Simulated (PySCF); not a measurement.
C₄H₆BrF, SMILES BrCC/C=C/F.

Geometry optimised at PBE0-D3(BJ)/def2-SVP. The structure was generated by enumeration; whether it is a known compound was not checked. Other conformers were not sampled.

Computed with SMD-B3LYP/def2-SVP in PySCF.

Solvation free energies are E(SMD) − E(gas) at the gas-phase geometry, for 1 M in both phases. Bromine has the revised SMD18 radius of 2.60 Å. In vacuum the dipole moment is 0.31 D.

Q: Estimate the solvation free energies in water, ethylethanoate, methanol. (An estimate is asked for; the answer gives what the named calculation found.)

A: 
```tsv
solvent	ΔG(solv) (kcal/mol)	its non-electrostatic (CDS) part	dipole (D)
water	-1.9	2.8	0.56
ethylethanoate	-5.8	-2.2	0.49
methanol	-6.1	-1.6	0.55
```
